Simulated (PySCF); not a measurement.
F3In, singlet, geometry from GFN2-xTB (such geometries of metal compounds can be far from the true shape) (all electrons, no relativity); MN15/STO-3G (PySCF).

Input for PySCF:
```python
from pyscf import gto, scf, dft

mol = gto.Mole()
mol.atom = '''
    In    0.00000000    0.00000000    0.00000000
    F    -1.67769182   -1.02031088    0.03026648
    F     0.01519865    1.84496979   -0.67264826
    F     1.66249317   -0.82465891    0.64238177
'''
mol.basis = 'sto-3g'
mol.verbose = 4
mol.build()

mf = dft.RKS(mol)
mf.xc = 'mn15'
mf.kernel()
```

Output, abridged:

```
PySCF version 2.14.0

[INPUT] verbose = 4
[INPUT] num. atoms = 4
[INPUT] num. electrons = 76
[INPUT] charge = 0
[INPUT] spin (= nelec alpha-beta = 2S) = 0
[INPUT] symmetry False subgroup None
[INPUT] Mole.unit = angstrom
[INPUT] Symbol           X                Y                Z      unit          X                Y                Z       unit  Magmom
[INPUT]  1 In     0.000000000000   0.000000000000   0.000000000000 AA    0.000000000000   0.000000000000   0.000000000000 Bohr   0.0
[INPUT]  2 F     -1.677691820000  -1.020310880000   0.030266480000 AA   -3.170378061223  -1.928108125114   0.057195357955 Bohr   0.0
[INPUT]  3 F      0.015198650000   1.844969790000  -0.672648260000 AA    0.028721285963   3.486487611196  -1.271120989565 Bohr   0.0
[INPUT]  4 F      1.662493170000  -0.824658910000   0.642381770000 AA    3.141656775260  -1.558379486082   1.213925612713 Bohr   0.0

nuclear repulsion = 394.303873076735
number of shells = 20
number of NR pGTOs = 126
number of NR cGTOs = 42
basis = sto-3g
ecp = {}

******** <class 'pyscf.dft.rks.RKS'> ********
method = RKS
initial guess = minao
damping factor = 0
level_shift factor = 0
DIIS = <class 'pyscf.scf.diis.CDIIS'>
diis_start_cycle = 1
diis_space = 8
diis_damp = 0
SCF conv_tol = 1e-09
SCF conv_tol_grad = None
SCF max_cycles = 50
direct_scf = True
direct_scf_tol = 1e-13
XC library pyscf.dft.libxc version 7.1.2
    S. Lehtola, C. Steigemann, M. J. T. Oliveira, and M. A. L. Marques,  SoftwareX 7, 1–5 (2018)
XC functionals = mn15
    H. S. Yu, X. He, S. L. Li, and D. G. Truhlar,  Chem. Sci. 7, 5032–5051 (2016)
    H. S. Yu, X. He, S. L. Li, and D. G. Truhlar,  Chem. Sci. 7, 5032–5051 (2016)
radial grids:
    Treutler-Ahlrichs [JCP 102, 346 (1995); DOI:10.1063/1.469408] (M4) radial grids

becke partition: Becke, JCP 88, 2547 (1988); DOI:10.1063/1.454033
pruning grids: <function nwchem_prune>
grids dens level: 3
symmetrized grids: False
atomic radii adjust function: <function treutler_atomic_radii_adjust>
small_rho_cutoff = 0
Set gradient conv threshold to 3.16228e-05
Initial guess from minao.
tot grids = 64664
init E= -5960.0500671634
  HOMO = -0.742128600748078  LUMO = -0.457362393102586  gap/eV = 7.74888
cycle= 1 E= -5974.99830420943  delta_E= -14.9  |g|= 0.478  |ddm|= 2.62
  HOMO = -0.0574206525925633  LUMO = 0.142217603664886  gap/eV = 5.43243
cycle= 2 E= -5975.01636352774  delta_E= -0.0181  |g|= 0.482  |ddm|= 1.68
  HOMO = -0.152894038312977  LUMO = 0.143259934443857  gap/eV = 8.05876
cycle= 3 E= -5975.11928804654  delta_E= -0.103  |g|= 0.0484  |ddm|= 0.891
  HOMO = -0.160562567035168  LUMO = 0.134854184543839  gap/eV = 8.03870
cycle= 4 E= -5975.12051781971  delta_E= -0.00123  |g|= 0.0041  |ddm|= 0.101
  HOMO = -0.162886343007644  LUMO = 0.133793780899694  gap/eV = 8.07308
cycle= 5 E= -5975.120531001  delta_E= -1.32e-05  |g|= 0.000364  |ddm|= 0.0168
  HOMO = -0.162799499023681  LUMO = 0.133787982869739  gap/eV = 8.07056
cycle= 6 E= -5975.12053099527  delta_E= 5.73e-09  |g|= 0.000399  |ddm|= 0.00131
  HOMO = -0.162808373161035  LUMO = 0.133786535852488  gap/eV = 8.07076
cycle= 7 E= -5975.12053106936  delta_E= -7.41e-08  |g|= 2.8e-05  |ddm|= 0.000724
  HOMO = -0.162810686084142  LUMO = 0.133784377140652  gap/eV = 8.07076
cycle= 8 E= -5975.12053107007  delta_E= -7.08e-10  |g|= 1.91e-06  |ddm|= 0.000109
  HOMO = -0.16281081130012  LUMO = 0.133784508770271  gap/eV = 8.07077
Extra cycle  E= -5975.12053107006  delta_E= 6.37e-12  |g|= 5.01e-07  |ddm|= 6.89e-06
converged SCF energy = -5975.12053107006
```
